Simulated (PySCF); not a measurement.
## A series of related molecules

Method used: TDA B3LYP/def2-SVP excited states, vertical, gas phase in PySCF 2.14.0. Geometry: GFN2-xTB.

Each molecule in one low-energy conformer. The parent is FC(F)(F)c1ccccc1.

Scalar relativity is left out, which matters for the atoms heavier than Zn.

(1) How does the vertical S1–T1 gap change along this series?
- FC(F)(F)c1ccccc1 (base)
- FC(F)(F)c1ccc(-c2cccs2)cc1 (H replaced by 2-thienyl)
- FC(F)(F)c1ccc([SiH3])cc1 (H replaced by SiH3)
- C=Cc1ccc(C(F)(F)F)cc1 (H replaced by vinyl)
- C[Se]c1ccc(C(F)(F)F)cc1 (H replaced by SeCH3)

Results:

(1) 
| molecule | S1 (eV) | S1 from | f(S1) | T1 (eV) | T1 from | S1 − T1 (eV) | S0–T1 spin-orbit coupling (cm⁻¹) | S1–T1 spin-orbit coupling (cm⁻¹) |
| --- | --- | --- | --- | --- | --- | --- | --- | --- |
| FC(F)(F)c1ccccc1 | 5.53 | HOMO→LUMO / HOMO−1→LUMO+1 | 0.003 | 4.21 | HOMO−1→LUMO / HOMO→LUMO+1 | 1.31 | 1.32 | 1.38 |
| FC(F)(F)c1ccc(-c2cccs2)cc1 | 4.47 | HOMO→LUMO | 0.703 | 2.88 | HOMO→LUMO | 1.59 | 0.69 | 0.48 |
| FC(F)(F)c1ccc([SiH3])cc1 | 5.37 | HOMO−1→LUMO / HOMO→LUMO+1 | 0.006 | 4.10 | HOMO→LUMO | 1.27 | 1.33 | 1.51 |
| C=Cc1ccc(C(F)(F)F)cc1 | 4.93 | HOMO−1→LUMO / HOMO→LUMO+1 | 0.024 | 3.17 | HOMO→LUMO | 1.76 | 1.05 | 0.70 |
| C[Se]c1ccc(C(F)(F)F)cc1 | 4.50 | HOMO→LUMO+1 | 0.015 | 3.58 | HOMO→LUMO | 0.92 | 3.50 | 1.11 |

The vertical S1–T1 gap is lowest for C[Se]c1ccc(C(F)(F)F)cc1 and highest for C=Cc1ccc(C(F)(F)F)cc1.
